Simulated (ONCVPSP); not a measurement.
## Potentials for P (Z = 15) compared

Generated with ld1.x 7.5 (TM, RRKJ, ultrasoft, PAW), atompaw 4.2 or ONCVPSP 4.0.1. The cutoff is in Ry: for ld1.x and atompaw files where the sum of valence levels is converged to 10 mRy in a Bessel basis, for ONCV files where the hardest occupied wave has 1 mHa per electron of residual kinetic energy. The error is the largest all-electron minus pseudo excitation energy over each file’s own four to seven test configurations (ionisations up to +4, promotions, holes and added fractions of an electron), all of which were solved. The labels leave out finer settings (local radius, basis sizes, second energies), which also bear on the numbers. Spin-polarised tests are not counted. The rows are a selection from randomly drawn settings: files with unsolved tests, undetermined cutoffs or missed reference levels are left out.

| potential | cutoff (Ry) | largest error (meV) | bound ghosts |
| --- | --- | --- | --- |
| ONCV, PBE, non-relativistic, rc 1.70/1.35/1.65 (spd), local smoothed, core correction no, reference 3s1.5 3p3.5, qcut 4.3/5.9/6, projectors 2/1/1 | 23 | +5.8 | none |
| ONCV, PBE, scalar-relativistic, rc 1.65/1.65 (sp), local p, core correction yes, reference 3s1.75 3p3.25, qcut 3.6/5.5, projectors 2/0 | 56 | -96 | none |
| ONCV, PBE, scalar-relativistic, rc 1.30/1.60 (sp), local smoothed, core correction yes, reference 3s2 3p2, qcut 5.4/4.8, projectors 1/1 | 23 | +63 | none |
| ONCV, PBE, fully relativistic, rc 0.80/0.95/0.80 (spd), local d, core correction no, reference 2s2 2p6 3s2 3p1, qcut 16.9/12.3/13.9, projectors 2/2/0 | 169 | +11 | none |
| ONCV, PBE, fully relativistic, rc 1.70/1.65 (sp), local smoothed, core correction no, reference 3s2 3p2, qcut 3.4/6, projectors 2/2 | 52 | +50 | none |

Question: Fill in the row for P: ONCV, PBE, scalar-relativistic, rc 1.55/1.75 (sp), local smoothed, core correction yes, reference 3s2 3p2.5, qcut 3.6/4.7, projectors 2/1.

Answer: cutoff 53 Ry, largest error +168 meV, bound ghosts: none.

Question: Fill in the row for P: ONCV, PBE, scalar-relativistic, rc 0.75/0.70/0.70 (spd), local d, core correction yes, reference 2s2 2p6 3s1 3p4, qcut 14.6/19.3/15.5, projectors 2/2/0.

Answer: cutoff 292 Ry, largest error +5.1 meV, bound ghosts: none.
